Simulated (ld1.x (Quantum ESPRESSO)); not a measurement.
**Logarithmic derivatives: silver, PAW**

| Item | Value |
| --- | --- |
| Element | silver (Ag) |
| Generator | ld1.x (Quantum ESPRESSO) 7.5 |
| Type | PAW |
| Functional | LDA (PZ) |
| Relativity | fully relativistic |
| Frozen core | [Kr] |
| Valence charge | 11 |
| Reference configuration | 4d10 5s0.5 5p0 (charge +0.5) |
| Partial waves | 5s (bound): rcut 2.35, rcutus 2.85 bohr; 5s channel at 3.9 Ry: rcut 2.35, rcutus 2.85 bohr; 5p (bound, empty): rcut 2.25, rcutus 2.45 bohr; 5p channel at 0.65 Ry: rcut 2.25, rcutus 2.45 bohr; 4d (bound): rcut 0.95, rcutus 1.20 bohr; 4d channel at -0.1 Ry: rcut 0.95, rcutus 1.20 bohr |
| Local potential | all-electron potential smoothed inside 1.05 bohr (lloc = -1) |
| Core correction | Bessel-smoothed model core inside 1.15 bohr |
| Augmentation charge | PSQ, radius 1.10 bohr |

Open shells are filled in proportion to 2j + 1 (rel_dist='average').

The phase is arctan(r·u′/u) with u = r·R(r), unwrapped; energies in Ry, scanned from -3 to 5 Ry. A pole is an energy at which the radial function vanishes at the test radius. The pseudo phase is shifted by a multiple of π to meet the all-electron one at the reference energy, and phase errors are pseudo minus all-electron; the curves can meet again beyond the range given. Levels narrower than the energy grid can be missing from the lists of poles.

Task: For each channel, where are the poles, and over which energies does the pseudopotential scatter like the atom?

Result:

```
channel  radius (bohr)  reference energy (Ry)  poles, all-electron  poles, pseudo  unbroken range about the reference energy with phases within 0.05 rad  phase error 1 Ry above the reference energy (rad)
      s           3.10                  -0.59                 0.40           0.40                                                        the whole range                                             +0.000
   p1/2           3.10                  -0.27                 1.25           1.25                                                              below 3.2                                             -0.000
   p3/2           3.10                  -0.25                 1.37           1.37                                                              below 3.2                                             -0.000
   d3/2           3.10                  -0.88          -0.80, 3.10    -0.80, 3.10                                                        the whole range                                             +0.000
   d5/2           3.10                  -0.84          -0.75, 3.14    -0.75, 3.14                                                        the whole range                                             -0.000
```

The ghost test of this file was not conclusive.

Phases in the p3/2 channel:

| E (Ry) | all-electron | pseudo |
| --- | --- | --- |
| -3.00 | 1.364 | 1.363 |
| -2.52 | 1.339 | 1.339 |
| -2.04 | 1.304 | 1.304 |
| -1.56 | 1.249 | 1.248 |
| -1.08 | 1.143 | 1.143 |
| -0.60 | 0.863 | 0.863 |
| -0.12 | -0.267 | -0.267 |
| 0.36 | -1.216 | -1.216 |
| 0.84 | -1.456 | -1.456 |
| 1.32 | -1.562 | -1.562 |
| 1.80 | -1.633 | -1.634 |
| 2.28 | -1.698 | -1.701 |
| 2.76 | -1.778 | -1.791 |
| 3.24 | -1.916 | -1.979 |
| 3.72 | -2.300 | -2.870 |
| 4.20 | -3.619 | -4.290 |
| 4.68 | -4.306 | -4.562 |
